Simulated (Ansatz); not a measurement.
Consider the isomerisation: `OC1C[SiH2][SiH2]1` → `O[SiH2]/C=C/[SiH3]`.

Calculated with Ansatz (gas phase, PBE0-D4/def2-TZVP geometries, no zero-point term in ΔE). CCSD(T)/CBS is the MP2 limit (def2-TZVPP, def2-QZVPP) plus CCSD(T) − MP2 in def2-TZVPP, frozen cores. DFT in def2-TZVPP. Each species was taken in one conformer, which may not be the lowest.

```json
{"species": "`OC1C[SiH2][SiH2]1`", "r2SCAN energy (Eh)": "-735.14033"}
{"species": "`O[SiH2]/C=C/[SiH3]`", "r2SCAN energy (Eh)": "-735.19311"}
```

(1) Work out ΔE.

Largest T1 diagnostic among the species: 0.012.

## Answers

(1) ΔE = (-735.19311) − (-735.14033) = -0.05278 Eh = -138.6 kJ/mol. CCSD(T)/CBS gives -152.8 kJ/mol.

From BLYP to BHLYP (50 % exact exchange), in def2-TZVPP and without D4, ΔE moves by −4.2 kJ/mol. In def2-TZVPP, CCSD(T) changes the Hartree–Fock value by +45.5 kJ/mol (the triples alone add +4.3 kJ/mol) and MP2 by +43.3 kJ/mol. The D4 term adds +4.9 kJ/mol with B3LYP and +2.4 kJ/mol with PBE0; it sums over pairs of atoms, weighted by their polarisabilities, and B3LYP, whose exchange is more repulsive, gets the larger term.

B3LYP here is the variant with VWN-RPA as its local correlation; programs differ in this.
